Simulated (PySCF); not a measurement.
SMILES OB(O)CCc1ccccc1, singlet, GFN2-xTB optimised geometry.

```
22

O     -1.85    -0.85     3.51
B     -2.44    -1.37     2.42
O     -3.72    -0.98     2.14
C     -1.63    -2.41     1.51
C     -1.47    -1.94     0.05
C     -0.72    -0.65     0.00
C     -1.38     0.57     0.00
C     -0.68     1.76     0.00
C      0.71     1.75     0.00
C      1.38     0.54     0.00
C      0.67    -0.65     0.00
H     -2.39    -0.23     4.00
H     -4.12    -1.37     1.36
H     -0.64    -2.57     1.93
H     -2.14    -3.38     1.50
H     -2.46    -1.81    -0.41
H     -0.94    -2.70    -0.52
H     -2.46     0.59     0.00
H     -1.21     2.70     0.00
H      1.26     2.68     0.00
H      2.46     0.53     0.00
H      1.20    -1.59     0.00
```

Density from PBE0/def2-SVP (PySCF) at that geometry.

Minimum of the electron density along straight lines between bonded atoms, close to the bond critical point (lines longer than 1.1 times the sum of covalent radii, or with two minima, are not listed):

| bond | length / Å | ρ at the minimum / e bohr⁻³ | ∇²ρ there / e bohr⁻⁵ | position (fraction from the first atom) |
|---|---|---|---|---|
| O1–B2 | 1.345 | 0.210 | 1.18 | 0.67 |
| B2–O3 | 1.363 | 0.200 | 1.12 | 0.33 |
| B2–C4 | 1.605 | ___ | ___ | 0.32 |
| C4–C5 | 1.542 | 0.232 | -0.50 | 0.49 |
| C5–C6 | 1.502 | 0.256 | ___ | 0.49 |
| C6–C7 | 1.389 | 0.310 | -0.79 | 0.50 |
| C7–C8 | 1.384 | 0.312 | -0.80 | 0.50 |
| C8–C9 | 1.384 | 0.312 | -0.80 | 0.50 |
| C9–C10 | 1.384 | 0.312 | -0.80 | 0.50 |
| C6–C11 | 1.389 | 0.310 | -0.79 | 0.50 |
| C10–C11 | 1.383 | 0.313 | -0.80 | 0.50 |
| O1–H12 | 0.958 | 0.358 | -2.39 | 0.81 |
| O3–H13 | 0.955 | 0.361 | -2.43 | 0.81 |
| C4–H14 | 1.089 | 0.274 | -0.99 | 0.62 |
| C4–H15 | 1.093 | 0.269 | -0.93 | 0.62 |
| C5–H16 | 1.093 | 0.274 | -0.98 | 0.62 |
| C5–H17 | 1.093 | 0.276 | -1.00 | 0.62 |
| C7–H18 | 1.081 | 0.282 | -1.06 | 0.63 |
| C8–H19 | 1.081 | 0.283 | -1.07 | 0.63 |
| C9–H20 | 1.080 | 0.283 | -1.07 | 0.63 |
| C10–H21 | 1.081 | 0.283 | -1.07 | 0.63 |
| C11–H22 | 1.081 | 0.282 | -1.06 | 0.63 |

### Question
Complete the blanks.

### Answer

- B2–C4, ρ at the minimum / e bohr⁻³: 0.177
- B2–C4, ∇²ρ there / e bohr⁻⁵: -0.22
- C5–C6, ∇²ρ there / e bohr⁻⁵: -0.61
